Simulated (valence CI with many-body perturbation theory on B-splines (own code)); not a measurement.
# Ti⁺: electric-dipole lines

Computed by relativistic CI+MBPT: three valence electrons over a frozen Dirac-Fock core [Ar], radial functions for each j: 7 s, 7 p, 8 d, 6 f, 4 g, 1 h, with the one-electron correlation potential Σ1 (screened to all orders), the two-electron term Σ2, the three-electron term Σ3, Breit, model QED; selected single and double excitations, second order for the rest, scaled by the run's own slope (own B-spline code, finite nucleus).

Set against measurement, 52 paired levels are off by 450 cm⁻¹ on average, the worst by 1295. These come from a selection out of the NIST Handbook of Basic Atomic Spectroscopic Data. Levels without a partner in it may be off by more, other configurations by 1,000 to 4,000 cm⁻¹.

Lines 51 to 100 of 421 in falling wavelength, among levels below 80950 cm⁻¹, chosen from the strongest by gf and those to the six lowest levels. Wavelengths and rates use the calculated energies, so an error of 400 cm⁻¹ moves a line at 473.5 nm by 1.9 % and its rate by three times that or more. Electric multipoles are in the length gauge, E1 and E2 with the static RPA response of the core. Weak lines are less certain than strong ones. Lines between different terms over intervals too small for the method are left out, as are lines whose strength nearly cancels. Where a level lies close to another of its J and parity, the split of strength between their lines is uncertain. The highest levels of a list are the least certain.

Names give the largest LS component (configuration and term), which can be under half, so a name can repeat, a term be missing and a line seem to break the LS rules; names also repeat where a configuration has a term twice. Letters in brackets count levels of one name in rising energy.

```csv
λ vac (nm),λ from measured levels,Upper,Lower,A (s⁻¹),log gf,Branch %
1061,,3d2 5p 4F°_7/2,3d2 5s 4F_7/2,2.28e+07,0.49,31.3
1060,,3d2 5p 4F°_5/2,3d2 5s 4F_5/2,2.08e+07,0.32,29.1
1057,,3d2 5p 2P°_3/2,3d2 5s 2D_5/2,2.61e+07,0.24,28.6
1051,,3d2 5p 2P°_1/2,3d2 5s 2D_3/2,2.60e+07,-0.06,28.7
1048,,3d2 5p 2G°_9/2,3d2 5s 2F_7/2,2.85e+07,0.67,33.2
1045,,3d2 5p 4F°_7/2,3d2 5s 4F_5/2,2.89e+06,-0.42,4.0
1045,,3d2 5p 2G°_7/2,3d2 5s 2F_5/2,2.78e+07,0.56,31.9
1033,,3d2 5p 2D°_3/2 [b],3d2 5s 2D_3/2,2.36e+07,0.18,33.1
1027,,3d2 5p 2D°_5/2 [b],3d2 5s 2D_5/2,2.05e+07,0.29,29.7
1009,,3d2 5p 4D°_7/2,3d2 5s 4F_9/2,2.86e+07,0.54,36.1
1006,,3d2 5p 4D°_5/2,3d2 5s 4F_7/2,2.64e+07,0.38,32.4
1004,,3d2 5p 4D°_3/2,3d2 5s 4F_5/2,2.59e+07,0.19,32.1
1001,,3d2 5p 4D°_1/2,3d2 5s 4F_3/2,3.20e+07,-0.02,40.5
992.4,,3d2 5p 4D°_5/2,3d2 5s 4F_5/2,4.85e+06,-0.37,6.0
946.9,,3d 4s 4p 2F°_5/2 [b],3d2 5s 2F_5/2,1.69e+07,0.13,2.4
946.3,,3d 4s 4p 2F°_7/2 [b],3d2 5s 2F_7/2,1.70e+07,0.26,2.4
881.8,,3d2 5p 2D°_3/2 [a],3d2 5s 2F_5/2,2.02e+07,-0.03,2.6
880.8,,3d2 5p 2D°_5/2 [a],3d2 5s 2F_7/2,2.47e+07,0.24,3.8
806.2,,3d2 4f 4H°_9/2,3d2 4d 4F_7/2 [a],7.84e+06,-0.12,4.3
799.1,,3d2 4f 2G°_7/2,3d2 4d 4F_5/2 [a],1.91e+07,0.17,8.5
791.6,,3d2 4f 4G°_5/2,3d2 4d 4F_3/2 [a],4.34e+07,0.39,16.6
758.7,,3d2 4f 4H°_11/2,3d2 4d 2H_9/2 [a],8.64e+06,-0.05,5.1
733.8,,3d2 4f 4H°_11/2,3d2 4d 2G_9/2 [a],3.96e+06,-0.42,2.3
729.4,,3d2 4f 4H°_7/2,3d2 4d 2G_7/2 [a],7.37e+06,-0.33,4.4
726.7,,3d2 4f 4H°_9/2,3d2 4d 2G_7/2 [a],8.14e+06,-0.19,4.5
726.4,,3d2 4f 2G°_7/2,3d2 4d 2G_7/2 [a],1.45e+07,-0.04,6.4
723.2,,3d2 4f 4I°_9/2,3d2 4d 2G_7/2 [a],1.69e+07,0.12,9.2
624.4,,3d2 4f 4I°_9/2,3d2 4d 4D_7/2 [a],8.92e+06,-0.28,4.8
621.5,,3d2 4f 2G°_7/2,3d2 4d 2F_5/2 [a],5.45e+07,0.40,24.2
620.6,,3d2 4f 4H°_9/2,3d2 4d 4H_9/2,1.01e+07,-0.24,5.6
618.0,,3d2 4f 4H°_7/2,3d2 4d 4H_7/2,2.29e+07,0.02,13.8
617.6,,3d2 4f 4G°_5/2,3d2 4d 4D_3/2 [a],2.10e+07,-0.14,8.1
617.5,,3d2 4f 4H°_11/2,3d2 4d 4H_9/2,2.19e+07,0.18,12.9
613.5,,3d2 4f 4I°_9/2,3d2 4d 4H_7/2,7.57e+07,0.63,41.1
609.4,,3d2 4f 4H°_11/2,3d2 4d 4G_9/2,9.55e+07,0.80,56.3
608.1,,3d2 4f 4H°_9/2,3d2 4d 4G_7/2,9.62e+07,0.73,53.0
607.9,,3d2 4f 2G°_7/2,3d2 4d 4G_7/2,1.09e+07,-0.32,4.8
606.7,,3d2 4f 4H°_7/2,3d2 4d 4G_5/2,9.61e+07,0.63,57.8
605.7,,3d2 4f 4I°_9/2,3d2 4d 4G_7/2,7.87e+06,-0.36,4.3
604.5,,3d2 4f 2G°_7/2,3d2 4d 4G_5/2,1.24e+07,-0.27,5.5
603.1,,3d2 4f 4G°_5/2,3d2 4d 4G_5/2,4.20e+07,0.14,16.1
473.5,457.3,3d2 4p 2G°_7/2 [a],3d3 2H_9/2,2.41e+07,-0.19,11.5
471.0,455.1,3d2 4p 2G°_9/2 [a],3d3 2H_11/2,2.43e+07,-0.09,11.7
450.8,430.1,3d2 4p 4D°_7/2 [a],3d3 4P_5/2,1.69e+07,-0.38,6.6
432.6,,3d2 4p 2D°_3/2 [c],3d3 2F_5/2,5.02e+07,-0.25,25.4
431.7,,3d2 4p 2D°_5/2 [c],3d3 2F_7/2,4.87e+07,-0.09,24.6
417.9,,3d2 4d 2G_9/2 [a],3d2 4p 2G°_9/2 [b],1.43e+07,-0.43,3.4
405.5,391.5,3d2 4p 2G°_7/2 [a],3d3 2G_7/2,2.54e+07,-0.30,12.1
404.1,390.2,3d2 4p 2G°_9/2 [a],3d3 2G_9/2,2.56e+07,-0.20,12.3
392.4,,3d2 4p 2D°_3/2 [b],3d3 2D_3/2 [a],4.32e+07,-0.40,25.8
```
